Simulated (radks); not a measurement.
Results of a calculation; reference values are marked as such.
Problem. Ti, 22 electrons, occupied as [Ar] 3d2 4s1 6d1 (not the ground configuration). Code: a radial shooting solver on a logarithmic mesh with Libxc functionals. Model: Dirac Kohn-Sham, PBE, spin-unpolarised, spherical densities, point nucleus; open shells fill j = l - 1/2 first. Some entries of the table are withheld. Estimate them.

orbital,occ.,eigenvalue (eV),<r^2> (bohr^2),<r> (bohr)
1s1/2,2,-4874.229,0.006513,0.06959
2s1/2,2,(1),0.1248,0.3247
2p1/2,2,-454.0150,0.1025,(2)
2p3/2,4,-448.2416,0.1043,(3)
3s1/2,2,-68.6933,(4),(5)
3p1/2,2,(6),1.376,1.081
3p3/2,4,(7),1.397,1.089
3d3/2,2,-10.1944,3.034,1.519
3d5/2,0,-10.1459,3.053,1.524
4s1/2,1,-9.1922,11.67,3.201
6d3/2,1,-0.4227,1012,30.12
6d5/2,0,-0.4224,1011,30.10

Solution. 
(1) 2s1/2 eigenvalue (eV): -542.8240
(2) 2p1/2 <r> (bohr): 0.2880
(3) 2p3/2 <r> (bohr): 0.2907
(4) 3s1/2 <r^2> (bohr^2): 1.171
(5) 3s1/2 <r> (bohr): 1.007
(6) 3p1/2 eigenvalue (eV): -45.3711
(7) 3p3/2 eigenvalue (eV): -44.7142
